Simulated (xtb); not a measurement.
FHSTe, SMILES S[Te]F. All values are semi-empirical tight-binding results from xtb (GFN2-xTB unless named), good for trends rather than for accurate numbers. Geometry optimised at GFN2-xTB. The values are those of a single conformer.

Optimised geometry:

```xyz
4

Te     0.5091    -0.1859    -0.0025
F     -0.7506    -1.6817    -0.4892
S     -1.1510     1.4342     0.3405
H     -1.2996     1.8546    -0.9158
```
Charge 0, spin multiplicity 1.

Problem. Estimate the properties. (The exact figures need the calculation; the answer reports its results.)

Solution. 
```
Item                                               Value
----------------------------------------  --------------
orbital gap                                      3.22 eV
zero-point energy                           6.3 kcal/mol
G − E(el) at 298.15 K (modified RRHO)     -12.3 kcal/mol
static polarisability (D4 model)              63.4 bohr³
solvation energy, GFN2-xTB/ALPB(water)     -4.6 kcal/mol
solvation energy, GFN2-xTB/ALPB(benzene)   -5.0 kcal/mol
```

Problem. Give the atomic charges and the Wiberg bond orders between heavy atoms. (Estimate from the structure and the level; the computed values follow.)

Solution. charges (e) Te1 0.21, F2 -0.24, S3 -0.16, H4 0.18. Bond orders Te1–F2 1.14, Te1–S3 1.29.
